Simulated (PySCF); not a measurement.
## Orbital picture of BeO⁻

LC-ωPBE at R = 1.379 Å; Be aug-pcseg-1, O aug-pcseg-1; no relativity (PySCF 2.14). State: ²Σ⁺ (doublet), unpaired electrons σ ↑. Only the outer orbitals are listed, counted within each symmetry.

```csv
spin,orbital,occ.,ε (eV),on Be (%),main shells (%)
α,3σ,1,-20.02,11,88 O s
α,4σ,1,-5.18,18,"77 O p, 14 Be s"
α,1π,1,-3.85,14,"85 O p, 14 Be p"
α,1π,1,-3.85,14,"85 O p, 14 Be p"
α,5σ,1,-2.55,86,"46 Be s, 40 Be p, 10 O s"
α,2π,0,4.32,110,110 Be p
α,2π,0,4.32,110,110 Be p
α,6σ,0,4.50,106,"60 Be p, 45 Be s"
β,3σ,1,-20.08,10,88 O s
β,4σ,1,-5.01,15,"80 O p, 10 Be s"
β,1π,1,-3.97,9,"90 O p, 9 Be p"
β,1π,1,-3.97,9,"90 O p, 9 Be p"
β,5σ,0,3.89,77,"50 Be s, 27 Be p, 14 O s"
β,2π,0,4.44,109,109 Be p
β,2π,0,4.44,109,109 Be p
```

Which are the highest filled and the lowest empty level, where do they sit, and how wide is the gap?

Highest filled α 5σ at -2.55 eV (in %: 46 Be s, 40 Be p, 10 O s); lowest empty β 5σ at 3.89 eV (in %: 50 Be s, 27 Be p, 14 O s); the gap at LC-ωPBE is 6.44 eV. An empty level above zero is unbound, and its energy depends on the basis.

```json
{"bond order (Mayer)": "1.69", "⟨S²⟩": "0.758", "charge on Be (Mulliken, basis-dependent)": "0.14", "charge on Be (Löwdin, basis-dependent)": "0.10", "dipole moment (positive dipole points towards O; it is taken about the centre of mass and depends on that origin)": "-0.03 D"}
```

Shares are Mulliken populations and can fall outside 0 to 100 %.

The state was picked by a PBE0 search and need not be the measured ground state.
